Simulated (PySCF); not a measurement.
**Broadened absorption spectrum of C4H7FO2S**

Compound: C₄H₇FO₂S.
SMILES with atom numbers: `[CH3:1][O:2][C@@:3]1([F:4])[CH2:5][CH2:6][S@@:7]1=[O:8]` (hydrogens: H9, H10, H11 on C1; H12, H13 on C5; H14, H15 on C6)

Computed, not measured: TDDFT PBE0/def2-SVPD, vertical, gas phase, core orbitals frozen in the response (PySCF). Isolated species at its GFN2-xTB geometry (one conformer only). Torsions of this conformer, `[CH3:1][O:2][C@@:3]1([F:4])[CH2:5][CH2:6][S@@:7]1=[O:8]`: C1–O2–C3–F4 61°.

Each state is given a Gaussian of 0.25 eV full width at half maximum, with ε(max) = 2.175×10⁸ f / Δν̃ (Δν̃ the width in cm⁻¹). The width is an assumption, not a result. The curve ends short of the highest state used, and states not computed would add to its high-energy end.

λ (nm), ε (L mol⁻¹ cm⁻¹) and a bar:
```
    194.8       3605 #############################
    196.6       3670 #############################
    198.3       3733 ##############################
    200.1       3277 ##########################
    201.9       2302 ##################
    203.7       1274 ##########
    205.4        587 #####
    207.2        208 ##
    209.0         59 
    210.7         15 
    212.5          3 
    214.3          1 
    216.0          0 
    217.8          2 
    219.6          6 
    221.3         18 
    223.1         48 
    224.9        117 #
    226.6        251 ##
    228.4        524 ####
    230.2        994 ########
    232.0       1680 #############
    233.7       2448 ####################
    235.5       3199 ##########################
    237.3       3644 #############################
    239.0       3640 #############################
    240.8       3200 ##########################
    242.6       2478 ####################
    244.3       1740 ##############
    246.1       1068 #########
    247.9        586 #####
    249.6        301 ##
    251.4        135 #
    253.2         55 
    254.9         21 
    256.7          7
```

(1) Where are the band maxima, and which computed states make them?

(2) Does any computed singlet lie in the visible range?

(3) Coming from long wavelengths, where does ε first pass 100 L mol⁻¹ cm⁻¹?

(4) On this curve, what absorbance would a 10⁻³ mol/L sample give at 248 nm over a 1 cm path?

Answers

(1) 238 nm (5.21 eV), ε about 3700, made up of S1 (99%); 198 nm (6.27 eV), ε about 3700, made up of S3 (70%), S4 (20%) and S5 (10%) (ε in L mol⁻¹ cm⁻¹; maxima over ε = 5, shares over 10%). At its high-energy end, 6.36 eV, the curve is still rising (ε about 3600, from S3, S4 and S5). The states used: S1 5.20 eV (f 0.034); S2 5.38 eV (f 0.0013); S3 6.23 eV (f 0.026); S4 6.28 eV (f 0.0069); S5 6.50 eV (f 0.036); S6 6.96 eV (f 0.016).

(2) No computed singlet lies in the visible range (380 to 750 nm); the lowest, at 238 nm, stands 1.94 eV above its violet end (3.26 eV).

(3) At about 252 nm (4.92 eV), 0.28 eV below S1.

(4) 248 nm is 4.999 eV, where ε is about 560 L mol⁻¹ cm⁻¹, so A = ε c l ≈ 0.56 (Beer–Lambert, with the gas-phase spectrum and the assumed width).

The run took 40 s of wall time on one thread of an Arm Neoverse V1, no GPU, on a shared host, and the process peaked at 0.95 GiB of memory.
